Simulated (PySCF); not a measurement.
vinylidene fluoride (C2H2F2), SMILES FC(=C)F. The structure is a stationary point at PBE0-D3(BJ)/def2-SVP.

The numbers are results of PBE0-D3(BJ)/def2-SVP (PySCF), not measurements.

Harmonic wavenumbers (cm⁻¹): 441, 567, 652, 722, 820, 955, 974, 1383, 1389, 1824, 3223, 3341. Rotational constants (GHz): 11.09, 10.47, 5.386; symmetry number 2.

**Question.** Work out the zero-point energy and the ideal-gas rigid-rotor harmonic-oscillator thermochemistry at 298.15 K and 1 atm.

**Answer.** ZPE = ½ Σ hcν = ½ × 16292 cm⁻¹ = 97.45 kJ/mol. H − E(el) = 109.63 kJ/mol. Entropy in J/(mol K): translation 160.62, rotation 93.63, vibration 10.16, total 264.42. G − E(el) = 30.79 kJ/mol. Cp = 57.91 J/(mol K).
